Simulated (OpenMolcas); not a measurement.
W4+ among 4 point charges of -2.5 e arranged as a square (D4h), 1.87 Å from the ion. The active orbitals were held to one l.

- Program: OpenMolcas 26.06
- Method: CASSCF
- Basis: ANO-RCC-VDZP [7s6p4d2f1g]
- Scalar Hamiltonian: DKH2, point nucleus
- Active space: 2 electrons in 5 orbitals (5d)
- State averaging: 2S+1 = 3 even, 10 roots; 2S+1 = 1 even, 15 roots
- Spin-orbit coupling: state interaction with AMFI integrals over the reference wave functions

Task: What is the spin-free ground state (labels of D4, the rotations of D4h)?

Result: 3A2, 1-fold in its orbital part, 84 % from free-ion F terms; it has the highest spin that d2 allows.

Task: Where is the first state of the same spin?

Result: 3E at 5410 cm-1 above the ground state.

Task: What are the lowest two levels with spin-orbit coupling?

Result: A 1-fold level A1, then a 2-fold level E 1872 cm-1 above it. Their leading multiplicities are 3 (96 %) and 3 (98 %).

Task: What is χT at 300 K, and how does it compare with the textbook value?

Result: The lowest level has 2S+1 = 3, for which the spin-only value is χT = S(S+1) / 2 = 1.000 cm3 K/mol (g = 2). The computed 0.023 at 300 K differs by -0.977, through orbital momentum, spin-orbit coupling and any other state in reach.

Spin-orbit coupling mixes the spin-free states strongly: the lowest level takes only 64 % from its leading state, 3A2. Without dynamic correlation the repulsion within the d shell is too large (B by tens of per cent), so at a given field states of lower spin stand too high. Point charges carry no covalency, so the field is a model and not that of real ligands. No measured value stands beside these numbers.
